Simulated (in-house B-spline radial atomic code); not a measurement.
S⁺. Computed with a B-spline radial atomic code. Model: non-relativistic spherical atom: semilocal Troullier-Martins pseudo-atom, one channel per l, against all electrons, high spin, G0W0 and RPA with empty states to l = 8, local potential for every l without a channel, a model core (radius 0 = none) keeps its share of the functional.

What the tables leave out is listed at the end.

The pseudopotential gives back the lowest level of each angular momentum of its own functional in the configuration it was made in; a second state of the same l is only approximately right. Exact exchange, RPA and GW see the smooth pseudo-orbitals and miss the exchange with the core, for which the functional's share stands in. The column with an uncorrelated core keeps all orbitals and exact exchange, and so separates missing core correlation from pseudisation. Only the three outermost levels and the lowest empty one were computed. RPA here is direct RPA, with no exchange kernel, and its energies carry an (l + 1/2)⁻⁴ tail. A hybrid on a potential with a model core restores only its own semilocal share of the core's exchange.

Command:
```bash
python run_psgw.py task.json out
```
Settings (lengths in bohr, energies in hartree):
```
Z                      16
electrons              15
configuration          [Ne] 3s2 3p3
generated_in           [Ne] 3s2 3p4
functional             pbe,pbe
core_shells            2
radius_factor          0.9
core_correction        False
```

Cost of the run: 25 s on 1 thread of Arm Neoverse N1, with other jobs on the host.

Given: made with PBE; model core radius 0 bohr; local radius 0.617 bohr; mean-field start PBE.

Valence shells of the generating configuration: 2p, 3s, 3p.

Channel: s 1.277, p 0.5 (radii in bohr).

Computed: largest level miss in the spin-unpolarised generating configuration 0.078 eV; valence RPA correlation energy all-electron orbitals -0.60199 hartree; all-electron RPA polarisability, core included 9.4965 bohr³; pseudo-atom RPA polarisability 9.6067 bohr³.

```tsv
level	occupied	mean-field all-electron (eV)	mean-field pseudo minus all (eV)	G0W0 all-electron (eV)	G0W0 uncorrelated core minus all (eV)	G0W0 pseudo minus all (eV)	exchange self-energy all-electron (eV)	exchange self-energy pseudo (eV)
3p up	1	-17.921	0.124	-23.153	0.016	0.373	-21.117	-20.295
3s down	1	-25.258	0.066	-30.584	-0.034	-0.491	-18.105	-16.703
3p down (empty)	0	-14.658	0.154	-10.827	0.021	0.325	-5.1327	-4.3888
```

What is the valence RPA correlation energy pseudo?

-0.70915 hartree.

Given: mean-field start PBE0.

Computed: valence RPA correlation energy pseudo -0.67924 hartree; all-electron RPA polarisability, core included 8.4487 bohr³; pseudo-atom RPA polarisability 8.5769 bohr³.

```json
{"level": "3p up", "occupied": "1", "mean-field all-electron (eV)": "-19.491", "mean-field pseudo minus all (eV)": "0.208", "G0W0 all-electron (eV)": "-23.392", "G0W0 uncorrelated core minus all (eV)": "0.016", "G0W0 pseudo minus all (eV)": "0.389", "exchange self-energy all-electron (eV)": "-21.088", "exchange self-energy pseudo (eV)": "-20.252"}
{"level": "3s down", "occupied": "1", "mean-field all-electron (eV)": "-26.604", "mean-field pseudo minus all (eV)": "-0.155", "G0W0 all-electron (eV)": "-30.664", "G0W0 uncorrelated core minus all (eV)": "-0.031", "G0W0 pseudo minus all (eV)": "-0.565", "exchange self-energy all-electron (eV)": "-17.964", "exchange self-energy pseudo (eV)": "-16.833"}
{"level": "3p down (empty)", "occupied": "0", "mean-field all-electron (eV)": "-13.32", "mean-field pseudo minus all (eV)": "0.203", "G0W0 all-electron (eV)": "-10.602", "G0W0 uncorrelated core minus all (eV)": "0.02", "G0W0 pseudo minus all (eV)": "0.31", "exchange self-energy all-electron (eV)": "-4.8764", "exchange self-energy pseudo (eV)": "-4.1965"}
```

What is the valence RPA correlation energy all-electron orbitals?

-0.57177 hartree.

Given: mean-field start Hartree-Fock.

Computed: valence RPA correlation energy all-electron orbitals -0.50339 hartree; all-electron RPA polarisability, core included 6.6225 bohr³; pseudo-atom RPA polarisability 6.7752 bohr³.

```json
{"level": "3p up", "occupied": "1", "mean-field all-electron (eV)": "-23.468", "mean-field pseudo minus all (eV)": "0.517", "G0W0 all-electron (eV)": "-23.789", "G0W0 uncorrelated core minus all (eV)": "0.015", "G0W0 pseudo minus all (eV)": "0.449", "exchange self-energy all-electron (eV)": "-20.88", "exchange self-energy pseudo (eV)": "-19.985"}
{"level": "3s down", "occupied": "1", "mean-field all-electron (eV)": "-29.051", "mean-field pseudo minus all (eV)": "-1.041", "G0W0 all-electron (eV)": "-30.671", "G0W0 uncorrelated core minus all (eV)": "-0.022", "G0W0 pseudo minus all (eV)": "-0.746", "exchange self-energy all-electron (eV)": "-17.471", "exchange self-energy pseudo (eV)": "-17.203"}
{"level": "3s up", "occupied": "?", "mean-field all-electron (eV)": "?", "mean-field pseudo minus all (eV)": "?", "G0W0 all-electron (eV)": "?", "G0W0 uncorrelated core minus all (eV)": "?", "G0W0 pseudo minus all (eV)": "?", "exchange self-energy all-electron (eV)": "?", "exchange self-energy pseudo (eV)": "?"}
{"level": "3p down (empty)", "occupied": "0", "mean-field all-electron (eV)": "-8.3481", "mean-field pseudo minus all (eV)": "0.32", "G0W0 all-electron (eV)": "-10.146", "G0W0 uncorrelated core minus all (eV)": "0.014", "G0W0 pseudo minus all (eV)": "0.309", "exchange self-energy all-electron (eV)": "-3.8857", "exchange self-energy pseudo (eV)": "-3.3564"}
```

What belongs in the row 3s up?

occupied: 1; mean-field all-electron (eV): -38.434; mean-field pseudo minus all (eV): -0.44; G0W0 all-electron (eV): -35.748; G0W0 uncorrelated core minus all (eV): -0.026; G0W0 pseudo minus all (eV): -0.408; exchange self-energy all-electron (eV): -27.084; exchange self-energy pseudo (eV): -25.812.

What is the valence RPA correlation energy pseudo?

-0.61071 hartree.

Among the listed levels the largest G0W0 shift of the pseudo-atom is -0.75 eV, for 3s down on the Hartree-Fock start, while leaving the core uncorrelated moves that level by -0.02 eV. So pseudisation and the lost core exchange, not the missing core correlation, make the error. Not in the tables (levels of low weight, unsolved or above zero; the highest and the empty levels are kept at any weight): on PBE the G0W0 levels 3s up (pseudo minus all -0.01 eV, weights 0.25 and 0.26); on PBE0 the G0W0 levels 3s up (pseudo minus all -0.29 eV, weights 0.37 and 0.39).
